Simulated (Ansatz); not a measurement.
Ansatz (a program for electronic structure) input file for Te(Cl)(NMe2) (C2H6ClNTe), SMILES CN(C)[Te]Cl, PBE0-D3(BJ)/def2-SVP. 

Ansatz 0.2 input:
```yaml
crystal:
  periodic: [false, false, false]
  atoms:
    - {symbol: Te, position_ang: [0.71393945, -0.04525412, 0.20677386]}
    - {symbol: Cl, position_ang: [-0.25540944, 2.08052420, 0.42977771]}
    - {symbol: N, position_ang: [-1.01373567, -0.81092846, -0.50053253]}
    - {symbol: C, position_ang: [-1.71598072, -1.75847721, 0.33015449]}
    - {symbol: C, position_ang: [-1.06292239, -1.17079488, -1.89665734]}
    - {symbol: H, position_ang: [-2.76633501, -1.77794649, 0.02975640]}
    - {symbol: H, position_ang: [-1.31940313, -2.77758517, 0.24222792]}
    - {symbol: H, position_ang: [-1.65791351, -1.44001665, 1.36857568]}
    - {symbol: H, position_ang: [-0.62968867, -2.15841333, -2.09780765]}
    - {symbol: H, position_ang: [-2.10704525, -1.18820834, -2.21808821]}
    - {symbol: H, position_ang: [-0.53293740, -0.42139522, -2.48038108]}
basis:
  gaussian:
    orbitals: def2-SVP
hamiltonian:
  xc: pbe0
  dispersion: d3bj
relax: {f_tol: 0.002, max_steps: 200}
```

Log of the run:

```
WARN ansatz: RAYON_NUM_THREADS=1 ignored (pool sized by the plan → 1); use --threads N
Functional definition: PBE0
integrals: 0.08 GiB planned
1370 factors; integrals over basis functions are off by at most 2.9e-4 eV
mean field: 0.63 GiB planned
mean field evaluation 1: about -23455.8528 eV, gradient 5.1e1 eV
mean field evaluation 2: about -23422.7940 eV, gradient 1.2e2 eV
mean field evaluation 4: about -23462.4009 eV, gradient 4.8e0 eV
mean field evaluation 8: about -23462.5286 eV, gradient 7.3e-1 eV
mean field evaluation 16: about -23462.5302 eV, gradient 4.3e-5 eV
mean field -23462.53016497 eV, -862.2320800884 hartree, gradient 4.5e-5 eV, S^2 0.000000; 0 other end points of the search recorded, 0 dependent functions left out
the calculation of the forces begins
reference -23462.53019116 eV, -862.2320810508 hartree; 33, 33 occupied and 83, 83 virtual orbitals, 1370 factors
relax step   1: F+E_penalty+E_count = -23462.79605812 eV  Δ(F+E_penalty+E_count) = +0.000e0 eV  max|allowed force component| = 7.522e-1 eV/Å  Δτ_max = 0.0000 Å  (29 SCF iters, accepted)
these checks for a lower state are left out or cut short: starts, cluster_reference, orbital_swaps, neighbouring_geometries, increment
integrals: 0.08 GiB planned
1370 factors; integrals over basis functions are off by at most 3.0e-4 eV
mean field: 0.63 GiB planned
mean field -23462.65362621 eV, -862.2366172055 hartree, gradient 2.1e-5 eV, S^2 0.000000; 0 other end points of the search recorded, 0 dependent functions left out
the calculation of the forces begins
reference -23462.65365324 eV, -862.2366181987 hartree; 33, 33 occupied and 83, 83 virtual orbitals, 1370 factors
relax step   2: F+E_penalty+E_count = -23462.91141236 eV  Δ(F+E_penalty+E_count) = -1.154e-1 eV  max|allowed force component| = 6.045e-1 eV/Å  Δτ_max = 0.1949 Å  (32 SCF iters, accepted)
these checks for a lower state are left out or cut short: starts, cluster_reference, orbital_swaps, neighbouring_geometries, increment
integrals: 0.08 GiB planned
1370 factors; integrals over basis functions are off by at most 3.2e-4 eV
mean field: 0.63 GiB planned
mean field evaluation 32: about -23462.7005 eV, gradient 1.1e-5 eV
mean field -23462.70051541 eV, -862.2383403519 hartree, gradient 1.1e-5 eV, S^2 0.000000; 0 other end points of the search recorded, 0 dependent functions left out
the calculation of the forces begins
reference -23462.70054231 eV, -862.2383413404 hartree; 33, 33 occupied and 83, 83 virtual orbitals, 1370 factors
relax step   3: F+E_penalty+E_count = -23462.95791071 eV  Δ(F+E_penalty+E_count) = -4.650e-2 eV  max|allowed force component| = 1.896e-1 eV/Å  Δτ_max = 0.2000 Å  (32 SCF iters, accepted)
these checks for a lower state are left out or cut short: starts, cluster_reference, orbital_swaps, neighbouring_geometries, increment
integrals: 0.08 GiB planned
1370 factors; integrals over basis functions are off by at most 3.3e-4 eV
mean field: 0.63 GiB planned
mean field -23462.72298258 eV, -862.2391660051 hartree, gradient 1.3e-5 eV, S^2 0.000000; 0 other end points of the search recorded, 0 dependent functions left out
the calculation of the forces begins
reference -23462.72300948 eV, -862.2391669934 hartree; 33, 33 occupied and 83, 83 virtual orbitals, 1370 factors
relax step   4: F+E_penalty+E_count = -23462.98040310 eV  Δ(F+E_penalty+E_count) = -2.249e-2 eV  max|allowed force component| = 1.925e-1 eV/Å  Δτ_max = 0.0884 Å  (32 SCF iters, accepted)
these checks for a lower state are left out or cut short: starts, cluster_reference, orbital_swaps, neighbouring_geometries, increment
integrals: 0.08 GiB planned
1370 factors; integrals over basis functions are off by at most 3.5e-4 eV
mean field: 0.63 GiB planned
mean field -23462.73818861 eV, -862.2397248163 hartree, gradient 2.5e-5 eV, S^2 0.000000; 0 other end points of the search recorded, 0 dependent functions left out
the calculation of the forces begins
reference -23462.73821534 eV, -862.2397257985 hartree; 33, 33 occupied and 83, 83 virtual orbitals, 1370 factors
relax step   5: F+E_penalty+E_count = -23462.99632613 eV  Δ(F+E_penalty+E_count) = -1.592e-2 eV  max|allowed force component| = 4.895e-1 eV/Å  Δτ_max = 0.1682 Å  (30 SCF iters, accepted)
these checks for a lower state are left out or cut short: starts, cluster_reference, orbital_swaps, neighbouring_geometries, increment
integrals: 0.08 GiB planned
1370 factors; integrals over basis functions are off by at most 3.5e-4 eV
mean field: 0.63 GiB planned
[...]
integrals: 0.08 GiB planned
1370 factors; integrals over basis functions are off by at most 3.5e-4 eV
mean field: 0.63 GiB planned
mean field evaluation 64: about -23462.8053 eV, gradient 3.8e-4 eV
mean field -23462.80529756 eV, -862.2421910247 hartree, gradient 1.2e-5 eV, S^2 0.000000; 0 other end points of the search recorded, 0 dependent functions left out
the calculation of the forces begins
reference -23462.80532390 eV, -862.2421919928 hartree; 33, 33 occupied and 83, 83 virtual orbitals, 1370 factors
relax step   8: F+E_penalty+E_count = -23463.06691231 eV  Δ(F+E_penalty+E_count) = -1.822e-2 eV  max|allowed force component| = 1.867e-1 eV/Å  Δτ_max = 0.1097 Å  (32 SCF iters, accepted)
these checks for a lower state are left out or cut short: starts, cluster_reference, orbital_swaps, neighbouring_geometries, increment
integrals: 0.08 GiB planned
1370 factors; integrals over basis functions are off by at most 3.9e-4 eV
mean field: 0.63 GiB planned
mean field -23462.81259829 eV, -862.2424593214 hartree, gradient 2.6e-5 eV, S^2 0.000000; 0 other end points of the search recorded, 0 dependent functions left out
the calculation of the forces begins
reference -23462.81262465 eV, -862.2424602904 hartree; 33, 33 occupied and 83, 83 virtual orbitals, 1370 factors
relax step   9: F+E_penalty+E_count = -23463.07699172 eV  Δ(F+E_penalty+E_count) = -1.008e-2 eV  max|allowed force component| = 3.725e-1 eV/Å  Δτ_max = 0.1949 Å  (30 SCF iters, accepted)
these checks for a lower state are left out or cut short: starts, cluster_reference, orbital_swaps, neighbouring_geometries, increment
integrals: 0.08 GiB planned
1370 factors; integrals over basis functions are off by at most 3.8e-4 eV
mean field: 0.63 GiB planned
mean field -23462.82260354 eV, -862.2428270077 hartree, gradient 1.7e-5 eV, S^2 0.000000; 0 other end points of the search recorded, 0 dependent functions left out
the calculation of the forces begins
reference -23462.82262992 eV, -862.2428279773 hartree; 33, 33 occupied and 83, 83 virtual orbitals, 1370 factors
relax step  10: F+E_penalty+E_count = -23463.08822225 eV  Δ(F+E_penalty+E_count) = -1.123e-2 eV  max|allowed force component| = 1.188e-1 eV/Å  Δτ_max = 0.0407 Å  (32 SCF iters, accepted)
these checks for a lower state are left out or cut short: starts, cluster_reference, orbital_swaps, neighbouring_geometries, increment
integrals: 0.08 GiB planned
1370 factors; integrals over basis functions are off by at most 3.9e-4 eV
mean field: 0.63 GiB planned
mean field -23462.82463413 eV, -862.2429016307 hartree, gradient 2.0e-5 eV, S^2 0.000000; 0 other end points of the search recorded, 0 dependent functions left out
the calculation of the forces begins
reference -23462.82466041 eV, -862.2429025963 hartree; 33, 33 occupied and 83, 83 virtual orbitals, 1370 factors
relax step  11: F+E_penalty+E_count = -23463.09148398 eV  Δ(F+E_penalty+E_count) = -3.262e-3 eV  max|allowed force component| = 9.190e-2 eV/Å  Δτ_max = 0.0761 Å  (30 SCF iters, accepted)
these checks for a lower state are left out or cut short: starts, cluster_reference, orbital_swaps, neighbouring_geometries, increment
integrals: 0.08 GiB planned
1370 factors; integrals over basis functions are off by at most 4.1e-4 eV
mean field: 0.63 GiB planned
mean field -23462.81937902 eV, -862.2427085088 hartree, gradient 8.7e-6 eV, S^2 0.000000; 0 other end points of the search recorded, 0 dependent functions left out
the calculation of the forces begins
reference -23462.81940517 eV, -862.2427094698 hartree; 33, 33 occupied and 83, 83 virtual orbitals, 1370 factors
relax step  12: F+E_penalty+E_count = -23463.08911630 eV  Δ(F+E_penalty+E_count) = +2.368e-3 eV  max|allowed force component| = 1.941e-1 eV/Å  Δτ_max = 0.1288 Å  (32 SCF iters, rejected (line search))
these checks for a lower state are left out or cut short: starts, cluster_reference, orbital_swaps, neighbouring_geometries, increment
integrals: 0.08 GiB planned
1370 factors; integrals over basis functions are off by at most 4.0e-4 eV
mean field: 0.63 GiB planned
mean field evaluation 96: about -23462.7577 eV, gradient 1.4e0 eV
mean field -23462.82496842 eV, -862.2429139156 hartree, gradient 1.9e-5 eV, S^2 0.000000; 0 other end points of the search recorded, 0 dependent functions left out
the calculation of the forces begins
reference -23462.82499465 eV, -862.2429148795 hartree; 33, 33 occupied and 83, 83 virtual orbitals, 1370 factors
relax step  13: F+E_penalty+E_count = -23463.09277299 eV  Δ(F+E_penalty+E_count) = -1.289e-3 eV  max|allowed force component| = 1.515e-2 eV/Å  Δτ_max = 0.0434 Å  (32 SCF iters, accepted)
these checks for a lower state are left out or cut short: starts, cluster_reference, orbital_swaps, neighbouring_geometries, increment
integrals: 0.08 GiB planned
1370 factors; integrals over basis functions are off by at most 4.0e-4 eV
mean field: 0.63 GiB planned
mean field -23462.82478647 eV, -862.2429072289 hartree, gradient 9.9e-6 eV, S^2 0.000000; 0 other end points of the search recorded, 0 dependent functions left out
the calculation of the forces begins
reference -23462.82481268 eV, -862.2429081922 hartree; 33, 33 occupied and 83, 83 virtual orbitals, 1370 factors
relax step  14: F+E_penalty+E_count = -23463.09281194 eV  Δ(F+E_penalty+E_count) = -3.895e-5 eV  max|allowed force component| = 6.277e-3 eV/Å  Δτ_max = 0.0102 Å  (26 SCF iters, accepted)
these checks for a lower state are left out or cut short: starts, cluster_reference, orbital_swaps, neighbouring_geometries, increment
integrals: 0.08 GiB planned
1370 factors; integrals over basis functions are off by at most 4.0e-4 eV
mean field: 0.63 GiB planned
mean field -23462.82475713 eV, -862.2429061506 hartree, gradient 4.3e-5 eV, S^2 0.000000; 0 other end points of the search recorded, 0 dependent functions left out
the calculation of the forces begins
reference -23462.82478334 eV, -862.2429071138 hartree; 33, 33 occupied and 83, 83 virtual orbitals, 1370 factors
relax step  15: F+E_penalty+E_count = -23463.09281569 eV  Δ(F+E_penalty+E_count) = -3.745e-6 eV  max|allowed force component| = 1.781e-3 eV/Å  Δτ_max = 0.0014 Å  (21 SCF iters, accepted)
integrals: 0.08 GiB planned
1370 factors; integrals over basis functions are off by at most 4.0e-4 eV
mean field: 0.63 GiB planned
mean field evaluation 128: about -23462.8248 eV, gradient 5.5e-4 eV
mean field -23462.82475713 eV, -862.2429061506 hartree, gradient 4.3e-5 eV, S^2 0.000000; 1 other end points of the search recorded, 0 dependent functions left out
the calculation of the forces begins
reference -23462.82478334 eV, -862.2429071138 hartree; 33, 33 occupied and 83, 83 virtual orbitals, 1370 factors
Total energy: -23463.09284190 eV, -862.2527580841 hartree
Atom 0 at     0.543379     0.253587     0.224238 Å, force    -0.000853    -0.000822    -0.000459 eV/Å
Atom 1 at    -1.023625     2.093140     0.241160 Å, force     0.000099     0.000179     0.000078 eV/Å
Atom 2 at    -0.586396    -1.228769    -0.489968 Å, force     0.001319     0.000342     0.000521 eV/Å
Atom 3 at    -1.603834    -1.800865     0.366559 Å, force    -0.001781    -0.000329     0.000940 eV/Å
Atom 4 at    -0.942479    -1.216027    -1.893234 Å, force    -0.001003     0.000403    -0.001752 eV/Å
Atom 5 at    -2.541813    -1.212657     0.360581 Å, force     0.000721     0.000080     0.000082 eV/Å
Atom 6 at    -1.841040    -2.821714     0.019893 Å, force     0.000804     0.000236    -0.000239 eV/Å
Atom 7 at    -1.242704    -1.863166     1.401623 Å, force    -0.000321    -0.000109     0.000229 eV/Å
Atom 8 at    -1.186557    -2.242687    -2.217215 Å, force     0.000522    -0.000058     0.000670 eV/Å
Atom 9 at    -1.821234    -0.575378    -2.101053 Å, force     0.000607     0.000030     0.000325 eV/Å
Atom 10 at    -0.101128    -0.853961    -2.498784 Å, force    -0.000115     0.000046    -0.000394 eV/Å
Dipole moment:     0.078468    -0.558587    -0.121464 e Å
```

Self-consistency was reached.
